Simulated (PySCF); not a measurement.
CH5NO2Si2, SMILES N#CO[SiH2][SiH2]O. Atoms are numbered in the order given.

```xyz
11

N      2.4829     1.4263    -0.8393
C      1.8645     0.4545    -1.0908
O      1.1870    -0.6016    -1.3840
Si    -0.1142    -1.1718    -0.3469
Si    -0.9526     0.6634     0.8778
O     -2.3100    -0.0294     1.6019
H      0.4699    -2.2542     0.5149
H     -1.0904    -1.7706    -1.3118
H      0.0627     1.1468     1.8785
H     -1.2907     1.7931    -0.0598
H     -2.7995     0.5392     2.2222
```

Coordinates come from a PBE-D3(BJ)/def2-SVP optimisation. The structure was generated by enumeration, and PubChem lists no compound with its InChIKey, so it may never have been made. The values are those of a single conformer.

Calculation: TDA-B3LYP/def2-SVPD (PySCF).

Vertical excitations. Isolated molecule, no solvent.

Computed lowest excited states:
```tsv
state	energy (eV)	λ (nm)	f	main pairs
S1	5.52	225	0.007	HOMO→LUMO 98 %
S2	5.85	212	0.013	HOMO−1→LUMO 97 %
S3	6.14	202	0.006	HOMO−2→LUMO 86 %
S4	6.26	198	0.004	HOMO−3→LUMO 87 %
S5	6.96	178	0.005	HOMO→LUMO+1 70 %, HOMO→LUMO+3 14 %
S6	7.23	172	0.003	HOMO→LUMO+2 87 %
S7	7.26	171	0.015	HOMO→LUMO+3 35 %, HOMO−1→LUMO+1 29 %, HOMO→LUMO+1 17 %
S8	7.35	169	0.023	HOMO−1→LUMO+1 46 %, HOMO→LUMO+3 30 %
S9	7.39	168	0.005	HOMO−5→LUMO 67 %, HOMO−4→LUMO 13 %
S10	7.47	166	0.005	HOMO−4→LUMO 80 %, HOMO−5→LUMO 16 %
T1	5.12	242	0	HOMO→LUMO 61 %, HOMO−1→LUMO 24 %, HOMO−2→LUMO 11 %
T2	5.50	226	0	HOMO−1→LUMO 56 %, HOMO→LUMO 33 %
T3	5.88	211	0	HOMO−2→LUMO 75 %, HOMO−1→LUMO 12 %
T4	5.99	207	0	HOMO−3→LUMO 86 %
```
Triplets are in the Tamm–Dancoff approximation.
